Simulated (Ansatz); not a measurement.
Geometry optimisation, UKS PBE-D4/def2-SVP (Ansatz).

Input file:

```yaml
crystal:
  periodic: [false, false, false]
  atoms:
    - { symbol: Al, position_ang: [0.0, 0.0, 0.0] }
    - { symbol: H, position_ang: [0.0, 0.0, 1.81] }
    - { symbol: Cl, position_ang: [1.9312, 0.0, -1.115] }
    - { symbol: Cl, position_ang: [-1.9312, 0.0, -1.115] }
    - { symbol: Cl, position_ang: [0.0, 0.0, 3.48] }
magnetization:
  spin_polarized: true
  initial_magnetization: 1
basis:
  gaussian: { orbitals: def2-SVP }
hamiltonian:
  xc: pbe
  dispersion: d4
relax:
  f_tol: 0.15
  max_steps: 25
  restrain:
    - { distance: [1, 4], at: 1.37, k: 30.0 }
    - { distance: [0, 1], at: 2.76, k: 30.0 }
```

Command:

```bash
$ ansatz run input.yaml --threads 2 --pin off --max-ram 3072MiB --backend cpu --events-out ev --progress --plain --runs-dir out
```

Task: Where does it end, and by what steps?

Result: It converged. The restraints hold the end off the free minimum; the threshold counts their pulls, which the force column leaves out. Restrained pairs: H2–Cl5 (1.67 → 1.34 Å), Al1–H2 (1.81 → 2.76 Å). After 4 steps the energy has fallen by 0.480 eV (the restraints' own energy left out); H2 moved furthest, 0.59 Å.

```
step  energy less start (eV)  largest force component (eV/Å)  accepted
   0                  0.0000                           1.393       yes
   1                 -0.4000                           1.624       yes
   2                 -0.4019                           1.038       yes
   3                 -0.4480                           0.855       yes
   4                 -0.4802                           0.869       yes
```

```xyz
5
Properties=species:S:1:pos:R:3
Al 0.000 0.000 -0.356
H 0.000 0.000 2.401
Cl 1.869 0.000 -1.365
Cl -1.869 0.000 -1.365
Cl 0.000 0.000 3.744
```

Run time: 16 s on 2 threads of Arm Neoverse V1, on a shared host, peak memory 0.17 GiB.
